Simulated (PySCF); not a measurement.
**One change at a time: excitation energies**

Level of theory: PySCF 2.14.0, density-fitted response routines, TDDFT CAM-B3LYP/def2-SVPD, vertical, gas phase, core orbitals frozen in the response. Geometries: GFN2-xTB; one conformer of each isolated species. Triplets are in the Tamm–Dancoff approximation. 'Strongest' means the level of largest summed f among the lowest 8 singlets; it needn't be the same kind of state in each.

Parent: 1-phosphapropene, `[H]/P=C\C`, with lowest singlet excitation energy 4.88 eV, LUMO energy -0.30 eV, lowest triplet energy 2.82 eV, HOMO–LUMO gap 8.19 eV, energy of the strongest computed level 5.58 eV. Its spectrum: 254 nm (f 0.009); 222 nm (f 0.270); 186 nm (f 0.020); 181 nm (f 0.001); 169 nm (f 0.006).

(1) How do these changes move the values? H replaced by CH2COCH3 (`C/C=P\CC(C)=O`); H replaced by sBu (`C/C=P/[C@H](C)CC`); H replaced by propynyl (`CC#C/P=C/C`); H replaced by N(SiH3)2 (`C/C=P/N([SiH3])[SiH3]`); H replaced by CF3 (`C/C=P\C(F)(F)F`); H replaced by C2H4CN (`C/C=P/CCC#N`); H replaced by CF=CF2 (`C/C=P\C(F)=C(F)F`); H replaced by tBu (`[H]/P=C(\C)C(C)(C)C`); H replaced by F (`[H]/P=C(\C)F`).

## Answers

(1) 

| change | SMILES | Δ S1 (eV) | Δ LUMO (eV) | Δ T1 (eV) | Δ gap (eV) | Δ strongest (eV) |
| --- | --- | --- | --- | --- | --- | --- |
| H replaced by CH2COCH3 | C/C=P\CC(C)=O | -0.51 | -0.24 | -0.13 | -0.48 | -0.40 |
| H replaced by sBu | C/C=P/[C@H](C)CC | -0.39 | +0.14 | -0.12 | -0.29 | -0.32 |
| H replaced by propynyl | CC#C/P=C/C | -0.43 | -0.17 | -0.36 | -0.91 | -0.92 |
| H replaced by N(SiH3)2 | C/C=P/N([SiH3])[SiH3] | -0.21 | +0.26 | -0.15 | -0.63 | -0.92 |
| H replaced by CF3 | C/C=P\C(F)(F)F | +0.10 | -0.71 | -0.06 | -0.10 | -0.10 |
| H replaced by C2H4CN | C/C=P/CCC#N | -0.09 | -0.37 | -0.17 | -0.32 | +1.84 |
| H replaced by CF=CF2 | C/C=P\C(F)=C(F)F | -0.38 | -0.63 | -0.18 | -0.66 | +1.50 |
| H replaced by tBu | [H]/P=C(\C)C(C)(C)C | -0.11 | +0.16 | -0.09 | -0.28 | -0.33 |
| H replaced by F | [H]/P=C(\C)F | +0.41 | -0.09 | -0.11 | -0.14 | -0.15 |

S1 falls most with H replaced by CH2COCH3 (-0.51 eV), and it rises most with H replaced by F (+0.41 eV). S1 is simply the lowest singlet of each species and needn't be the same kind of state throughout. Over these 9 changes the shifts of S1 and of the HOMO–LUMO gap correlate with r = 0.70.
